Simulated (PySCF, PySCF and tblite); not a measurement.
A run on one conformer of C₂H₁₀GeSSi, numbered as in [SiH3:1][CH2:2][S:3][CH2:4][GeH3:5], from an ensemble study. The sound level was WP04/pcSseg-1 (IEF-PCM, cyclohexane) on GFN2-xTB geometries.

Input:

```
{"job": {"xc": "WP04", "basis": "pcSseg-1", "solvent": "cyclohexane", "scf": {"max_cycle": 2}, "kind": "nmr", "pop": false}, "charge": 0, "multiplicity": 1}
Si    -2.019363    -0.484933     0.710617
C     -1.139965    -0.338840    -0.972927
S     -0.349945     1.279815    -1.237955
C      0.914832     1.290556     0.067753
Ge     2.146867    -0.252346     0.018269
H     -2.790721     0.736412     0.929266
H     -2.875785    -1.668442     0.648523
H     -1.020932    -0.653405     1.772037
H     -0.378215    -1.106934    -1.124994
H     -1.856017    -0.414665    -1.790038
H      0.418566     1.389181     1.033426
H      1.477540     2.206345    -0.115724
H      3.399822     0.088252     0.759675
H      2.505514    -0.596798    -1.388791
H      1.563390    -1.466210     0.668949
```

Command: OMP_NUM_THREADS=1 python ens_run.py task.json out

Output:

```
final grid: 112848 points
cycle   1  E = -2867.2350089334  dE = -6.003e-01  |g| = 5.981e-01  |ddm| = 3.579e+00
cycle   2  E = -2867.1963687284  dE =  3.864e-02  |g| = 6.556e-01  |ddm| = 1.112e+00
SCF not converged, last energy = -2867.1963687284
```

Question: What is wrong with this calculation?

Answer: The setting at fault: too few SCF cycles. The run did not converge.
